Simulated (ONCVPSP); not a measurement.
# Configuration tests for rhenium (Re) (ONCV)

```json
{
  "Element": "Re",
  "Generator": "ONCVPSP 4.0.1",
  "Type": "optimised norm-conserving Vanderbilt (ONCV)",
  "Functional": "PBEsol",
  "Relativity": "fully relativistic",
  "Frozen core": "[Kr] 4d10",
  "Valence charge": "29",
  "Reference configuration": "4f14 5s2 5p6 5d6 6s1",
  "Partial waves": "5s+6s: rc 2.00 bohr, ncon 4, nbas 7, qcut 7.6 1/bohr, 2 projectors; 5p: rc 1.75 bohr, ncon 4, nbas 7, qcut 6.4 1/bohr, 2 projectors, debl 1.6 Ha; 5d: rc 1.90 bohr, ncon 4, nbas 7, qcut 5.8 1/bohr, 1 projector; 4f: rc 0.85 bohr, ncon 5, nbas 10, qcut 22.8 1/bohr, 2 projectors, debl 2.6 Ha",
  "Local potential": "polynomial inside 0.65 bohr (lpopt 5, dvloc0 0 Ha)",
  "Core correction": "Teter function, fcfact 3.75, rcfact 1.35"
}
```

Open shells are filled in proportion to 2j + 1.

Energies are relative to the spin-unpolarised reference configuration 4f14 5s2 5p6 5d6 6s1; without spin polarisation the order of configurations can differ from experiment.

```csv
valence configuration,charge,ΔE all-electron (eV),error AE − PS (meV)
4f14 5s2 5p6 5d5 6s2,0,-0.943,-3.3
4f14 5s2 5p6 5d5 6s1,+1,8.356,+1.8
4f14 5s2 5p5 5d5 6s2,+1,52.679,+12
```

Task: What are ΔE and the potential's error for 4f14 5s2 5p6 5d5 6s0?

Result: ΔE = 24.704 eV all-electron; the error (AE − PS) is +5.3 meV.

Levels in the configuration 4f14 5s2 5p6 5d5 6s0:

```csv
level,all-electron (eV),pseudo (eV)
4f j=7/2,-57.718,-57.699
4f j=5/2,-60.231,-60.208
5s j=1/2,-101.698,-101.669
5p j=3/2,-60.604,-60.577
5p j=1/2,-71.619,-71.589
5d j=5/2,-21.048,-21.036
5d j=3/2,-22.036,-22.022
```

Note: ghosts flagged at negative energy: s at -579.5 eV, p3/2 at -168.7 eV, p1/2 at -106.8 eV; GHOST(+) flagged for d5/2 at 28.3 eV, d3/2 at 45.1 eV. A true bound ghost makes a file unfit for plane-wave use.
